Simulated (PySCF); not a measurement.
Isomers of FH6PSi2, one GFN2-xTB conformer each. Single-point energies are computed at PBE0/pcSseg-1 (PySCF, gas phase, no added dispersion term), electronic only.

| SMILES | GFN2-xTB relative energy (kcal/mol) |
| --- | --- |
| F[Si@@H]([SiH3])P | 0.0 |
| FP([SiH3])[SiH3] | 1.6 |

Conformers: `[F:1][Si@@H:2]([SiH3:3])[PH2:4]` with F1–Si2–P4–H -179° and -86°.

**Question.** What does PBE0/pcSseg-1 give for the same structures?

**Answer.** 
| SMILES | PBE0/pcSseg-1 E (Eh) | PBE0/pcSseg-1 (kcal/mol) | GFN2-xTB (kcal/mol) | point group |
| --- | --- | --- | --- | --- |
| F[Si@@H]([SiH3])P | -1023.31402 | 0.0 | 0.0 | C1 |
| FP([SiH3])[SiH3] | -1023.27188 | 26.4 | 1.6 | Cs |

Both levels put the same isomer lowest. As drawn, the lower has an Si–F bond and an Si–Si bond, which the higher lacks.

**Question.** Which frontier levels, dipoles and rotational constants go with these structures?

**Answer.** 
```
           SMILES  HOMO (eV, PBE0/pcSseg-1)  LUMO (eV)  dipole (D)     A, B, C (MHz)
F[Si@@H]([SiH3])P                     -7.62      -0.98        2.32  4382, 1870, 1435
 FP([SiH3])[SiH3]                     -7.16      -1.23        1.84  4225, 2219, 1702
```
